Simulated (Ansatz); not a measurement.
Te2Pt⁺. Charge 1, multiplicity 2. Geometry PBE0-D4/def2-TZVP, that of the neutral singlet; atoms count from 1.

Cartesian coordinates in Å:
```
Pt -1.424 -0.236 0.019
Te 0.491 1.432 -0.185
Te 0.933 -1.196 0.166
```

In the def2 sets Pt, Te take a core potential; there is no spin–orbit coupling. The structure comes from a short search, and lower isomers may exist.

Question: Estimate the Mulliken populations from the PBE0/def2-TZVP orbitals of Ansatz.

Answer: 
```json
{"atom": "Pt1", "charge (e)": "0.46", "spin (α − β)": "0.04", "d electrons": "8.96"}
{"atom": "Te2", "charge (e)": "0.27", "spin (α − β)": "0.48", "d electrons": "–"}
{"atom": "Te3", "charge (e)": "0.27", "spin (α − β)": "0.48", "d electrons": "–"}
```
Mulliken values depend strongly on the basis.

Question: Where does the spin sit?

Answer: Summed by element: Pt 0.04, Te 0.96, of 1 unpaired in all. Largest on single atoms: Te2 0.48, Te3 0.48, Pt1 0.04.

Question: And the Mayer bond orders between heavy atoms (over 0.3)?

Answer: Pt1–Te2 1.02 (2.55 Å); Pt1–Te3 1.02 (2.55 Å); Te2–Te3 1.63 (2.69 Å).
